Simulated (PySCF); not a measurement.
C₂H₄BFO₂, SMILES CC(=O)B(O)F.

Geometry: B3LYP-D3(BJ)/def2-SVP. This is a generated structure with no PubChem entry under its InChIKey; it may be hypothetical. One conformer was computed; it need not be the lowest.

Two levels are set side by side: TDDFT-PBE/def2-SVPD (PySCF) and TDDFT-ωB97X/def2-SVPD (PySCF). Vertical, same geometry. The lowest singlet is HOMO→LUMO 100 % with PBE and HOMO→LUMO 97 % with the other functional; states are paired by order. Differences are taken from unrounded values.

```
quantity                               TDDFT-ωB97X
-------------------------------------  -----------
lowest singlet excitation (eV)                3.51
lowest triplet excitation (TDA) (eV)          2.88
first bright state (f over 0.05) (eV)         8.56
its oscillator strength                       0.17
```

### Question
What does TDDFT-PBE give, and how far is it from TDDFT-ωB97X? (Estimate from the structure and the level; the computed values follow.)

### Answer

```
quantity                               TDDFT-PBE  TDDFT-PBE minus TDDFT-ωB97X
-------------------------------------  ---------  ---------------------------
lowest singlet excitation (eV)              3.15                        -0.37
lowest triplet excitation (TDA) (eV)        2.48                        -0.40
first bright state (f over 0.05) (eV)       7.13                        -1.43
its oscillator strength                     0.09                        -0.08
```

Functionals without exact exchange tend to place singlet excitations lower, as here. Differences between two approximate levels are no errors against the true value.

Rough cost on one machine, each run with all the roots and properties that it gave: TDDFT-ωB97X against TDDFT-PBE about 8 times.
